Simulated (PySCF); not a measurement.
**TDDFT excited states: C8H7N**

Compound: C8H7N.
Structure used (GFN2-xTB), in Å, numbered top down from 1:
```xyz
16
C8H7N angstrom
C      2.7734   -0.1284    0.6780
C      1.4615   -0.1272    0.4211
C      0.7455    0.6963   -0.5479
C     -0.5642    0.3926   -0.5056
C     -1.6906    0.9527   -1.2924
C     -0.7480   -0.6596    0.5143
C     -1.9912   -1.2238    0.8298
N     -3.0185   -1.6751    1.0737
C      0.4532   -0.9636    1.0615
H      3.2018   -0.7824    1.4191
H      3.4509    0.5242    0.1529
H      1.2215    1.4222   -1.1796
H     -2.1876    0.1617   -1.8548
H     -1.3367    1.7129   -1.9845
H     -2.4341    1.3927   -0.6266
H      0.6555   -1.6862    1.8297
```

Method: TDDFT PBE0/def2-SVPD, vertical, gas phase, core orbitals frozen in the response in PySCF 2.14.0, density-fitted response routines.

Problem. List the vertical singlet excitations with oscillator strengths and describe the spectrum.

Solution. 

| state | E (eV) | ν̃ (cm⁻¹) | f | \|μ\| (D) | symmetry | main configurations (H = HOMO, L = LUMO) |
| --- | --- | --- | --- | --- | --- | --- |
| S1 | 3.21 | 25920 | 0.0018 | 0.39 | – | H→L (99%) |
| S2 | 4.85 | 39110 | 0.383 | 4.57 | A′ | H-1→L (87%), H→L+1 (10%) |
| S3 | 5.48 | 44180 | 0.0000 | 0.04 | – | H-2→L (96%) |
| S4 | 6.13 | 49430 | 0.0003 | 0.11 | – | H-4→L (51%), H-5→L (45%) |
| S5 | 6.33 | 51090 | 0.577 | 4.90 | A′ | H→L+1 (74%), H-1→L (9%) |
| S6 | 6.35 | 51220 | 0.0039 | 0.40 | A′ | H→L+2 (62%), H→L+3 (20%), H→L+4 (10%) |

Triplets, Tamm–Dancoff:

```
state  E (eV)  λ (nm)  main configurations (H = HOMO, L = LUMO)
   T1    2.15   577.6                                 H→L (96%)
   T2    2.74   453.0                               H-1→L (94%)
```

The lowest singlet comes at 386 nm (310 kJ/mol) in the visible; it is very weak; its leading configuration is HOMO→LUMO (99%). The most intense listed level is S5 at 6.33 eV (196 nm, f = 0.577), 3.12 eV above S1. Löwdin shares by element: HOMO carbon 77% or more (atoms not listed hold the other 23%); LUMO carbon 66% or more (atoms not listed hold the other 34%). Orbital energies (eV): HOMO-3 -10.17, HOMO-2 -9.52, HOMO-1 -7.82, HOMO -6.93, LUMO -2.71, LUMO+1 0.11, LUMO+2 0.60. Of the 6 states listed, 2 reach f = 0.01 and 2 stay under 0.0005. The oscillator strengths of these states sum to 0.966; summed over the whole spectrum of an exact calculation they would give the number of electrons, 62 (Thomas–Reiche–Kuhn). S1 lies in the visible range (380 to 750 nm), at 386 nm, f = 0.0018; light of that wavelength is violet, and its complementary colour is yellow-green; a Tamm–Dancoff triplet lies at 578 nm, without intensity as long as spin–orbit coupling is left out. Symmetry labels in Cs follow from the direction of the transition dipole and are given only for states with f of 0.002 or more. Only the lowest 6 singlets were computed, as vertical energies without vibronic structure.
